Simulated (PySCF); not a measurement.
## A survey of ²⁹Si NMR shifts

All values are calculated (PySCF 2.14): σ from GIAO-PBE0/pcSseg-1, geometry: GFN2-xTB. Relativity neglected, fast rotation and ring inversion assumed for equivalent nuclei, a single conformation, isolated molecule.

Shieldings were converted by a linear fit to measured shifts: ²⁹Si (scatter 8.9 ppm rms, 25.8 ppm with the 6 outliers that the fit left out vs TMS, solution or neat liquid). Occasional misses reach two or three times the rms, and more in compound classes unlike the fitted ones.

**Question.** Give the ²⁹Si shifts of `C[SiH](C)C`, `C#C[C@@]1(Cl)[SiH2]CC[C@@H]1F`, `[SiH3]S/C([SiH3])=C\S[SiH2]Cl`, `CO[Si](C)(C)OC`.

**Answer.** 
```
                                                compound                                       environment  δ (ppm)
                                              C[SiH](C)C                          silicon bonded to 3 C, H    -23.8
                           C#C[C@@]1(Cl)[SiH2]CC[C@@H]1F  silicon bonded to 2 C, 2 H, in a 5-membered ring    -13.7
[SiH3:1][S:2]/[C:3]([SiH3:4])=[CH:5]\[S:6][SiH2:7][Cl:8]                 Si7: silicon bonded to Cl, S, 2 H    -22.3
[SiH3:1][S:2]/[C:3]([SiH3:4])=[CH:5]\[S:6][SiH2:7][Cl:8]                     Si1: silicon bonded to S, 3 H    -61.3
[SiH3:1][S:2]/[C:3]([SiH3:4])=[CH:5]\[S:6][SiH2:7][Cl:8]                     Si4: silicon bonded to C, 3 H    -64.3
                                          CO[Si](C)(C)OC                        silicon bonded to 2 C, 2 O    -14.7
```
